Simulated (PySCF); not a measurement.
This PySCF input asks for the NMR shieldings of `C[C@@H](S)[C@@H]1[SiH2]C=CC1=O`, C$_{6}$H$_{10}$OSSi; the geometry comes from GFN2-xTB.

```python
import basis_set_exchange as bse
import numpy as np
from pyscf import gto, dft
from pyscf.prop import nmr

atoms = """
C    -2.335792   -0.804929    0.407397
C    -1.181536   -0.331570   -0.455806
S    -1.723966    0.999536   -1.603369
C     0.014077    0.167336    0.335293
Si    1.304460    1.171392   -0.663249
C     2.655758    0.502033    0.470972
C     2.215654   -0.516220    1.212721
C     0.816865   -0.937097    0.990591
O     0.391566   -2.039097    1.252861
H    -2.683422   -0.003239    1.058696
H    -3.166663   -1.136994   -0.210959
H    -1.999242   -1.637068    1.022127
H    -0.866219   -1.132710   -1.128931
H    -2.153863    1.830106   -0.654419
H    -0.345611    0.804313    1.152432
H     1.453281    0.692492   -2.033555
H     1.105982    2.615963   -0.574527
H     3.673233    0.853535    0.538582
H     2.815635   -1.088533    1.906009
"""
names = dict.fromkeys(["C", "S", "Si", "O", "H"], "pcSseg-1")
basis = {el: gto.basis.parse(bse.get_basis(n, elements=[el], fmt="nwchem")) for el, n in names.items()}
mol = gto.M(atom=atoms, basis=basis, charge=0, verbose=0)
mf = dft.RKS(mol, xc="PBE0")
mf.grids.level = 2
mf.grids.alignment = dft.numint.BLKSIZE   # the property module wants whole blocks of grid points
mf.conv_tol = 1e-9
mf.kernel()

calc = nmr.RKS(mf)   # GIAO
C = mf.mo_coeff
Co = C[:, mf.mo_occ > 0]
resp = mf.gen_response(singlet=True, hermi=2)
def vind(x):   # induced exchange potential for any number of trial vectors
    d = np.einsum("pi,xij,qj->xpq", C, 2 * x.reshape(-1, C.shape[1], Co.shape[1]), Co, optimize=True)
    return np.einsum("xpq,pi,qj->xij", resp(d - d.transpose(0, 2, 1)), C, Co, optimize=True).ravel()
mo1, _ = nmr.rhf.solve_mo1(calc, with_cphf=vind)
sigma = calc.kernel(mo1)
for i, s in enumerate(sigma):   # ppm
    w = np.linalg.eigvalsh((s + s.T) / 2)
    print("%2d %-2s iso %8.1f  s11 %8.1f  s22 %8.1f  s33 %8.1f" % (i, mol.atom_pure_symbol(i), w.mean(), *w))
```

Q: What does it print?

A: 
```
 0 C  iso    156.2  s11    140.7  s22    143.9  s33    183.9
 1 C  iso    143.9  s11    124.2  s22    148.5  s33    159.0
 2 S  iso    462.7  s11    226.2  s22    441.3  s33    720.6
 3 C  iso    130.0  s11     95.6  s22    120.0  s33    174.4
 4 Si iso    396.8  s11    374.4  s22    385.3  s33    430.7
 5 C  iso     27.4  s11   -102.0  s22      5.9  s33    178.3
 6 C  iso     26.3  s11    -84.7  s22     35.3  s33    128.3
 7 C  iso    -23.2  s11   -106.2  s22    -43.2  s33     79.8
 8 O  iso   -293.7  s11   -880.5  s22   -369.9  s33    369.3
 9 H  iso     31.0  s11     27.8  s22     29.4  s33     35.8
10 H  iso     29.9  s11     25.5  s22     27.5  s33     36.6
11 H  iso     28.7  s11     22.5  s22     27.7  s33     35.9
12 H  iso     29.0  s11     26.8  s22     27.2  s33     32.9
13 H  iso     29.8  s11     25.2  s22     28.2  s33     36.0
14 H  iso     29.5  s11     27.2  s22     30.3  s33     31.0
15 H  iso     27.0  s11     23.2  s22     26.5  s33     31.3
16 H  iso     26.9  s11     23.1  s22     25.9  s33     31.6
17 H  iso     24.2  s11     20.9  s22     24.9  s33     26.7
18 H  iso     24.7  s11     22.9  s22     23.8  s33     27.3
```

These numbers come from an equivalent density-fitted implementation of the same equations, which agrees with the script to about 0.01 ppm for H and up to a few tenths of a ppm for heavy atoms, so last digits may differ.

Q: Turn these shieldings into chemical shifts. Scale: TMS for ¹³C (σref 186.93) and ²⁹Si (σref 349.16) and ¹H (σref 31.72); ³³S (σref 503.73) vs CS2; ¹⁷O (σref 336.08) against H2O (reference shieldings calculated alike).

A: Averaging equivalent atoms: C 7: 210.1; C 6: 160.6; C 5: 159.5; C 3: 56.9; C 1: 43.0; C 0: 30.8; S 2: 41; Si 4: -47.6; O 8: 629.8; H 17: 7.53; H 18: 7.04; H 16: 4.84; H 15: 4.72; H 12: 2.73; H 14: 2.21; H 13: 1.94; H 9/10/11: 1.88 ppm. Unscaled 17O shifts of doubly bonded oxygen tend to come out too high, by tens of ppm or more. Experimental scales use liquid or dissolved standards, which lie at an offset from isolated H2O (liquid H2O: subtract about 36 ppm).

Size and cost of the density-fitted run: 217 basis functions, 51 s wall time on 1 thread of an Arm Neoverse V1, shared host; peak memory 1 GiB.
